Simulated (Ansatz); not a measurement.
Job for Ansatz (a program for electronic structure): R-r2SCAN/def2-TZVPP on AsF2H2In (SMILES [F][In]([F])[AsH2]), a point of a torsion scan. Elements past Kr take the def2 small-core potentials; no spin–orbit coupling.

Ansatz 0.2 input:
```yaml
crystal:
  periodic: [false, false, false]
  atoms:
    - {symbol: F, position_ang: [-2.19481255, -1.70106911, 0.12031414]}
    - {symbol: In, position_ang: [-0.98618364, -0.09775189, 0.07240140]}
    - {symbol: F, position_ang: [-1.79284877, 1.62320456, -0.58686495]}
    - {symbol: As, position_ang: [1.52556106, -0.19172531, 0.73673371]}
    - {symbol: H, position_ang: [1.73058863, -1.20130331, -0.36323764]}
    - {symbol: H, position_ang: [1.77213228, 0.91759396, -0.24682145]}
basis:
  gaussian:
    orbitals: def2-TZVPP
hamiltonian:
  xc: {name: r2SCAN}
scf: {lower_state_search: off}
```

Q: What total energy does the run end on?

A: -2627.0508 hartree.

Q: How many basis functions does it have, and what does it roughly cost on one machine?

A: 188 functions; around 10 core-seconds (rough).
